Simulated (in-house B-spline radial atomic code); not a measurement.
Values are calculated unless marked as measured or tabulated.
# C6 from the polarisability at imaginary frequency: Al³⁺

B3LYP (VWN-RPA) linear response of the closed shell [He] 2s2 2p6, from an all-electron radial atomic-structure program (B-spline basis); scalar-relativistic (spin-free one-electron X2C), finite nucleus, no spin-orbit coupling.

The dispersion coefficient of two like species is C6 = (3/π) ∫ α(iu)² du from 0 to ∞.

```csv
u (hartree),α(iu) (bohr³)
0,0.2789
0.24,0.2779
0.56,0.2735
0.96,0.2639
1.6,0.2417
2.4,0.2094
3.6,0.1642
5.6,0.1098
8,0.07161
12,0.04011
20,0.01741
40,0.005036
```

Problem. Fit one oscillator, α(iu) = α(0)/(1 + u²/ω²), through u = 8 and estimate C6.

Solution. From α(0)/α(iu) − 1 = 0.2789/0.07161 − 1 = 2.8947, ω = u/√2.8947 = 4.7021 hartree (127.9 eV). London's formula gives C6 = (3/4) α(0)² ω = 0.75 × 0.2789² × 4.7021 = 0.2743 hartree·bohr⁶, and the oscillator holds f = α(0) ω² = 6.17 electrons, of a sum of oscillator strengths of 10.0.

Problem. How does that compare with the full integral?

Solution. The program's quadrature over all excitations gives C6 = 0.2596, so the single oscillator is off by +5.7 %. At the last point the fit gives α = 0.0038 against 0.00504: higher excitations, and deeper shells where there are any, keep the true curve higher at large u.
